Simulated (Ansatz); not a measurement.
`C[CH](C)[Sn][Cl]` + H–F → `C[CH](C)[Sn][F]` + HCl at 400 K and 1 bar (ligand exchange at the Sn–Cl bond).

Gas-phase electronic energies from Ansatz, PBE0-D4/def2-TZVP geometries. CCSD(T)/CBS is the MP2 limit (def2-TZVPP, def2-QZVPP) plus CCSD(T) − MP2 in def2-TZVPP, frozen cores. This one scheme is used for every species. Elements past krypton have def2 core potentials. For Sn outer-core shells are correlated without core-valence functions, which leaves a few kJ/mol of doubt a bond. One conformer a species, not always the lowest.

```tsv
species	CCSD(T)/CBS energy (Eh)	H − E (kJ/mol)	S (J/(mol·K))
`C[CH](C)[Sn][Cl]`	-792.22854	280.4	416.9
H–F	-100.39570	36.5	182.2
`C[CH](C)[Sn][F]`	-432.22802	281.0	408.0
HCl	-460.38127	29.6	195.4
```

H − E and S are ideal-gas, rigid-rotor, harmonic terms from PBE0-D4/def2-TZVP, for one conformer and one mirror image of each species. 1 Eh = 2625.50 kJ/mol, R = 8.31446 J/(mol·K).

Question: By hand: ΔE, ΔH, ΔS and ΔG.

Answer: ΔE = (-432.22802) + (-460.38127) − (-792.22854) − (-100.39570) = 0.01495 Eh = 39.3 kJ/mol. Δ(H − E) = 281.0 + 29.6 − 280.4 − 36.5 = -6.3, so ΔH = 33.0 kJ/mol. ΔS = 408.0 + 195.4 − 416.9 − 182.2 = 4.3 J/(mol·K). ΔG = 33.0 − 400 × (4.3)/1000 = 31.3 kJ/mol.

Question: By hand: the equilibrium constant, and the temperature at which ΔG would vanish if ΔH and ΔS stayed fixed.

Answer: log₁₀ K = −ΔG/(RT ln 10) = -4.1. ΔG = 0 at ΔH/ΔS = 7674 K, far beyond where these terms or the molecules hold.

The number of gas molecules stays the same, so ΔS is small and ΔH decides. A doubt of 5 kJ/mol in ΔE shifts log₁₀ K by 0.7 here. Other conformers and mirror images would add mixing entropy, several J/(mol·K) or more a flexible species. Modes under 60 cm⁻¹, often nearly free rotors, make the harmonic entropy too high. These are equilibria of isolated gas molecules and say nothing of rates. Largest T1 diagnostic: 0.014 (customary marks: 0.02 for closed shells, 0.045 for open ones).
